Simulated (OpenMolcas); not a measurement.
# neutral zinc: effect of the IPEA shift

```
Program             : OpenMolcas
Basis               : ANO-RCC-VTZP [6s5p3d2f1g]
Scalar Hamiltonian  : DKH2, point nucleus
Active space        : 2 electrons in 8 orbitals (4s 4p 5s 5p)
State averaging     : 2S+1 = 3 even, 3 roots; 2S+1 = 1 even, 1 root; 2S+1 = 3 odd, 3 roots; 2S+1 = 1 odd, 3 roots
Spin-orbit coupling : RASSI with atomic mean-field integrals over the reference wave functions, term energies averaged over their components
```

Methods on the same reference wave functions:
A. CASSCF
B. SS-CASPT2, IPEA 0 Eh, imaginary shift 0.1 Eh (closed shells correlated: 3d)
C. SS-CASPT2, IPEA 0.25 Eh, imaginary shift 0.1 Eh (closed shells correlated: 3d)

Energies in cm-1 above 4s2 1S0, the measured ground level; measured values from NIST Handbook of Basic Atomic Spectroscopic Data.

| Level | A | B | C | Measured |
| --- | --- | --- | --- | --- |
| 4s2 1S0 | 0.0 | 0.0 | 0.0 | 0.0 |
| 4s 4p 3P* 0 | 29179 | 31835 | 31911 | 32311 |
| 4s 4p 3P* 1 | 29340 | 31995 | 32071 | 32501 |
| 4s 4p 3P* 2 | 29664 | 32319 | 32395 | 32890 |
| 4s 4p 1P* 1 | 50154 | 50011 | 50179 | 46745 |

Deviations, from unrounded energies. A percentage is the sum of absolute deviations over the sum of measured energies, with the sign that they share, or ± where signs differ.

```tsv
Against measurement	Levels	A	B	C
mean absolute deviation (cm-1)	4	3200	1200	1200
other configurations (%)	4	±9.0	±3.3	±3.3
```

B, C lie about equally close to measurement and A furthest from it. The largest miss of C in the table is 4s 4p 1P* 1, by +3400 cm-1. The ranking rests on the paired levels alone, and a cruder setting can come out closer through cancelling errors.

Between B and C the level of the table that moves most is 4s 4p 1P* 1, by 170 cm-1 (lowest in B, highest in C).

The lowest spin-free term lies below A's lowest term by 0.493 hartree in B, 0.492 hartree in C.

Active for correlation alone: 5p 5s; no level in the range computed is led by a configuration that fills them, so any true level of that kind is missing. Without dynamic correlation excited terms often stand tens of per cent too high (terms of higher spin than the ground term too low), and those without a measured partner can miss by more than the paired ones (holds for A). Computed and measured levels are paired by configuration, term and J; levels that our copy of the source lacks, or whose pairing is in doubt (as where it misses far off the trend of its configuration), stay unpaired and out of the deviations. Only configurations of the active space appear. Levels that lie high or do not pair safely by name in every column are left out.

* marks odd parity.
